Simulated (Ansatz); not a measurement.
CH7BSi, SMILES `B[SiH2]C` (charge 0, multiplicity 1).

Z-matrix (Å, degrees):
```
Si
H 1 1.4934
H 1 1.4982 2 106.33
C 1 1.8761 2 109.91 3 118.57
H 4 1.0920 1 111.26 2 -57.63
H 4 1.0925 5 108.22 1 121.68
H 4 1.0926 5 108.02 6 116.53
B 1 2.0089 2 109.91 3 -113.06
H 8 1.1971 1 120.08 2 44.17
H 8 1.1971 9 116.89 1 -177.77
```
Charge 0, spin multiplicity 1.

Frozen-core energies in 6-31g from Ansatz (an electronic-structure program) at a geometry from PBE0-D3(BJ)/def2-TZVP; the HF reference has <S^2> = 0.00 and the T1 diagnostic is 0.009.

| level | energy (Ha) |
|---|---|
| HF | -355.43959 |
| MP2 | -355.63665 |
| CCSD | -355.68080 |
| CCSD(T) | -355.68542 |

### Question
Estimate the energies of CCSDT, CCSDT(Q) and CCSDTQ, and give each level's difference from CCSDTQ.

### Answer

| level | energy (Ha) | difference from CCSDTQ (mHa) |
|---|---|---|
| MP2 | -355.63665 | 49.81 |
| CCSD | -355.68080 | 5.67 |
| CCSD(T) | -355.68542 | 1.04 |
| CCSDT | -355.68625 | 0.21 |
| CCSDT(Q) | -355.68646 | 0.01 |
| CCSDTQ | -355.68646 | 0.00 |
